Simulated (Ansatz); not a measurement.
Reaction (formal hydrolysis of a B–Si bond): `CB[SiH2][AlH2]` + H₂O → `CBO` + `[AlH2][SiH3]`

Computed with Ansatz on PBE0-D4/def2-TZVP structures; ΔE is electronic, products minus reactants. CCSD(T)/CBS adds triple-zeta CCSD(T) − MP2 to the extrapolated MP2 energy (def2 sets, frozen cores). This one scheme is used for every species. DFT in def2-TZVPP. One conformer a species, not always the lowest.

**Question.** Is it downhill or uphill in electronic energy at CCSD(T)/CBS, and by how much? (Estimate.)

**Answer.** Ansatz gave: Downhill: ΔE = -1.55 eV.

**Question.** What do these levels give: r2SCAN-D4, B97M-V, PBE0-D4, ωB97X-V, ωB97M-V, B2PLYP, PBE, BHLYP, CAM-B3LYP, HF/def2-SVP, CCSD(T)/def2-SVP, SCS-MP2/def2-QZVPP? (Best estimate.)

**Answer.** The calculation gave: r2SCAN-D4 -1.56, B97M-V -1.57, PBE0-D4 -1.50, ωB97X-V -1.63, ωB97M-V -1.65, B2PLYP -1.68, PBE -1.50, BHLYP -1.76, CAM-B3LYP -1.76, HF/def2-SVP -1.99, CCSD(T)/def2-SVP -1.88, SCS-MP2/def2-QZVPP -1.65 eV.

Largest T1 diagnostic among the species: 0.014.

Leaving LDA and LC-ωPBE aside and taking each functional with its dispersion term where it has one, the values, not all of them listed here, spread over 0.29 eV, from CAM-B3LYP-D4 to revPBE-D4. LDA lies −0.05 eV from PBE without D4. In def2-TZVPP, CCSD(T) changes the Hartree–Fock value by +0.24 eV (the triples alone add +0.03 eV) and MP2 by +0.22 eV. The D4 term adds +0.08 eV with B3LYP and +0.05 eV with PBE0; it sums over pairs of atoms, weighted by their polarisabilities, and B3LYP, whose exchange is more repulsive, gets the larger term.

B3LYP here is the variant with VWN-RPA as its local correlation; programs differ in this.
